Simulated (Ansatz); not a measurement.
`BC(C)C=N`, relaxed with RKS PBE0-D4/def2-TZVP in Ansatz 0.2.0 from a PBE-D4/def2-SVP geometry. The force threshold is 0.005 eV/Å; the program also tests the step.

Total charge 0; spin multiplicity 1.

Start:

```xyz
13

B     0.951    1.108    0.827
C     0.047   -0.028    0.263
C    -1.449   -0.017    0.597
C     0.364   -0.481   -1.134
N     1.274   -1.346   -1.385
H     2.039    1.343    0.337
H     0.615    1.680    1.851
H     0.591   -0.769    0.935
H    -1.624    0.298    1.645
H    -1.917   -1.012    0.452
H    -1.990    0.700   -0.056
H    -0.258    0.013   -1.926
H     1.357   -1.489   -2.406
```

**Question.** How much energy does the relaxation release, and in how many steps? (Estimate.)

**Answer.** Computed: 0.07 eV, in 13 steps, 2 of them rejected.

**Question.** Which bonds change most? (Estimate.)

**Answer.** The calculation gave: C2–H8 from 1.139 to 1.114 Å; B1–H7 from 1.220 to 1.198 Å; B1–H6 from 1.216 to 1.195 Å; C4–H12 from 1.121 to 1.101 Å.

**Question.** Give the relaxed structure. (Best estimate.)

**Answer.** Computed: 
```xyz
13

B     0.932    1.120    0.822
C     0.077   -0.065    0.291
C    -1.420   -0.020    0.590
C     0.377   -0.479   -1.109
N     1.219   -1.380   -1.385
H     1.962    1.426    0.298
H     0.593    1.673    1.830
H     0.558   -0.833    0.940
H    -1.600    0.272    1.626
H    -1.895   -0.989    0.419
H    -1.922    0.712   -0.049
H    -0.186    0.066   -1.882
H     1.306   -1.503   -2.392
```
